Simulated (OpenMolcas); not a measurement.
**OpenMolcas timings: AsF3 (arsenic trifluoride)**

The species is AsF3 (4 atoms), meant as a singlet with charge 0. SMILES: `F[As](F)F`. The coordinates come from a PBE0-D4/def2-TZVP relaxation.

| atom | x (Å) | y (Å) | z (Å) |
| --- | --- | --- | --- |
| F | -0.4459 | 0.3956 | 1.3626 |
| As | -0.4620 | -0.4572 | -0.1256 |
| F | 1.2040 | -0.8659 | -0.1127 |
| F | -0.2962 | 0.9276 | -1.1243 |

Program: OpenMolcas 26.06. Hardware: 1 thread of Arm Neoverse V1, shared host, so times are rough. Two-electron integrals are exact unless an approximation is named.

Task: Estimate their order by wall time, quickest first.
A. energy at HF/aug-pcseg-1
B. energy at HF/aug-pcseg-2 (RICD fitting)
C. energy at HF/pcseg-0

Result: C (2 s), A (10 s), B (32 s).
